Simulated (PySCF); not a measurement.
BCl, SMILES [B]Cl (connectivity only; charge and spin as stated), charge +1, multiplicity 2. Atoms are numbered in the order given.

```xyz
2

B      0.0000     0.0000    -1.2366
Cl     0.0000     0.0000     0.3637
```
Charge +1, spin multiplicity 2.

Coordinates come from a B3LYP-D3(BJ)/def2-TZVPD optimisation.

Calculation: B3LYP/pcH-1 run with PySCF.

Unrestricted Kohn–Sham, ⟨S²⟩ = 0.756. Hyperfine tensors hold the contact and dipolar terms, without spin-orbit corrections.

Q: Estimate the hyperfine couplings. (An estimate is asked for; the answer gives what the named calculation found.)

A: 
```csv
nucleus,A(iso) (MHz),A(iso) (G),dipolar principal values (MHz)
11B no. 1,1441.0,514.2,"-29.9, -29.9, 59.8"
35Cl no. 2,20.4,7.3,"-27.1, -27.1, 54.3"
```
